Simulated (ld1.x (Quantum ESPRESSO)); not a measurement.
## Ce, TM: configuration errors across variants

| Quantity | Value |
| --- | --- |
| Element | cerium |
| Generator | ld1.x (Quantum ESPRESSO) 7.5 |
| Type | norm-conserving Troullier–Martins (Kleinman–Bylander form) |
| Functional | PBEsol |
| Relativity | scalar-relativistic |
| Frozen core | [Kr] 4d10 |
| Valence charge | 12 |
| Reference configuration | 4f1 5s2 5p6 5d1 6s1 6p0 (charge +1) |
| Partial waves | 5p (bound): rc 1.95 bohr; 5d (bound): rc 3.35 bohr; 4f (bound): rc 1.10 bohr; 5s (bound): rc 1.90 bohr |
| Local potential | the s channel |
| Core correction | none |

Occupied shells without a wave of their own: 6s. They enter only through the test configuration that unscreens the potential.

All-electron excitation energies from the reference (eV): (1) 4f1 5s2 5p6 5d1 6s2 6p0 -6.103; (2) 4f1 5s2 5p6 5d1 6s0 6p0 11.037; (3) 4f1 5s2 5p6 5d0 6s0 6p0 30.174; (4) 4f1 5s2 5p6 5d1 6s1 6p1 -3.623; (5) 4f0 5s2 5p6 5d0 6s0 6p0 67.996; (6) 4f0 5s2 5p6 5d2 6s2 6p0 -1.263; (7) 4f1 5s2 5p6 5d1 6s0 6p2 -1.054.

For the base: The 6s level has no wave, so the channel is fitted at the deeper level alone: the likely source of the large errors.

Tests that are not counted but printed errors over 1 eV. “wave 5s (bound): rc 1.90 bohr becomes 5s (bound): rc 2.56 bohr”: 4f1 5s2 5p6 5d1 6s1 6p1 (an occupied level unbound or not found, printed error -42.0 eV); 4f1 5s2 5p6 5d1 6s2 6p0 (an occupied level unbound or not found, printed error -41.7 eV); 1 more. “wave 5s (bound): rc 1.90 bohr becomes 5s (bound): rc 2.76 bohr”: 4f1 5s2 5p6 5d1 6s1 6p1 (solver errors, printed error -44.9 eV); 4f1 5s2 5p6 5d1 6s2 6p0 (an occupied level unbound or not found, printed error -43.2 eV); 1 more.

The file “wave 5s (bound): rc 1.90 bohr becomes 5s (bound): rc 1.94 bohr” misses its own reference levels by 0.3 eV. The file “wave 5s (bound): rc 1.90 bohr becomes 5s (bound): rc 2.16 bohr” misses its own reference levels by 0.6 eV. The file “wave 5s (bound): rc 1.90 bohr becomes 5s (bound): rc 2.56 bohr” misses its own reference levels by 13.0 eV. The file “wave 5s (bound): rc 1.90 bohr becomes 5s (bound): rc 2.76 bohr” misses its own reference levels by 13.3 eV.

Errors AE − PS in meV (a dash: test not solved or not reliable):

| change | (1) | (2) | (3) | (4) | (5) | (6) | (7) | bound ghosts |
| --- | --- | --- | --- | --- | --- | --- | --- | --- |
| base | +171 | -304 | -428 | +24 | -267 | +449 | -148 | none |
| wave 5s (bound): rc 1.90 bohr becomes 5s (bound): rc 1.32 bohr | +63 | -112 | -156 | +14 | +194 | +313 | -42 | none |
| wave 5s (bound): rc 1.90 bohr becomes 5s (bound): rc 1.94 bohr | +209 | -372 | -524 | +27 | -421 | +507 | -187 | none |
| wave 5s (bound): rc 1.90 bohr becomes 5s (bound): rc 2.16 bohr | +451 | -803 | -1129 | +41 | -1370 | +911 | -446 | none |
| wave 5s (bound): rc 1.90 bohr becomes 5s (bound): rc 2.56 bohr | – | +4762 | +3871 | – | +2453 | +9481 | – | not determined |
| wave 5s (bound): rc 1.90 bohr becomes 5s (bound): rc 2.76 bohr | – | +3929 | +2740 | – | +548 | +10332 | – | not determined |

Question: Give the same row for: wave 5s (bound): rc 1.90 bohr becomes 5s (bound): rc 1.60 bohr.

Answer: +53, -93, -129, +14, +270, +328, -30; bound ghosts: none.
